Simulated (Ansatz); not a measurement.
Ansatz (a quantum-chemistry and plane-wave program) input (CCSD(T)/6-31G*):

Ansatz 0.2 input:
```yaml
crystal:
  periodic: [false, false, false]
  atoms:
    - {symbol: F, position_ang: [-1.09387531, -1.24703347, 0.00576626]}
    - {symbol: Ge, position_ang: [-0.00000000, -0.00000000, 0.00000000]}
    - {symbol: F, position_ang: [1.62656133, -0.32365871, -0.03510244]}
    - {symbol: F, position_ang: [-0.53268602, 1.57069217, 0.02933618]}
basis:
  gaussian:
    orbitals: 6-31G*
total_charge: 1
magnetization: {spin_polarized: false}
correlation: {method: ccsd_t, electrons: outside_noble_gas}
```

Output:

```
Functional definition: HF
integrals: 0.06 GiB planned
685 factors; integrals over basis functions are off by at most 9.4e-4 eV
mean field: 0.28 GiB planned
mean field evaluation 1: about -64568.9742 eV, gradient 6.5e1 eV
mean field evaluation 2: about -64568.9981 eV, gradient 6.5e1 eV
mean field evaluation 4: about -64575.7423 eV, gradient 2.8e0 eV
mean field evaluation 8: about -64575.7552 eV, gradient 2.0e-1 eV
mean field evaluation 16: about -64572.4982 eV, gradient 4.9e1 eV
mean field -64575.75537867 eV, -2373.1152391469 hartree, gradient 8.5e-7 eV, S^2 0.000000; 0 other end points of the search recorded, 0 dependent functions left out
17 core orbitals not correlated
reference -64575.75537867 eV, -2373.1152391469 hartree; 12, 12 occupied and 51, 51 virtual orbitals, 685 factors
second order -16.48604659 eV of doubles, -0.00000000 eV of singles
coupled cluster: 0.15 GiB planned
cycle   1  -15.84948301 eV  change    6.4e-1 eV  update   1.3e-1
cycle   2  -16.30866060 eV  change   -4.6e-1 eV  update   4.0e-2
cycle   3  -16.41911744 eV  change   -1.1e-1 eV  update   2.0e-2
cycle   4  -16.41426148 eV  change    4.9e-3 eV  update   4.2e-3
cycle   5  -16.40820879 eV  change    6.1e-3 eV  update   1.5e-3
cycle   6  -16.40844661 eV  change   -2.4e-4 eV  update   4.7e-4
cycle   7  -16.40838563 eV  change    6.1e-5 eV  update   1.4e-4
cycle   8  -16.40825220 eV  change    1.3e-4 eV  update   4.2e-5
cycle   9  -16.40826994 eV  change   -1.8e-5 eV  update   1.3e-5
cycle  10  -16.40828942 eV  change   -1.9e-5 eV  update   4.3e-6
perturbative correction -0.38108227 eV, -0.0140045153 hartree
Total energy: -64592.54475036 eV, -2373.7322371762 hartree
```
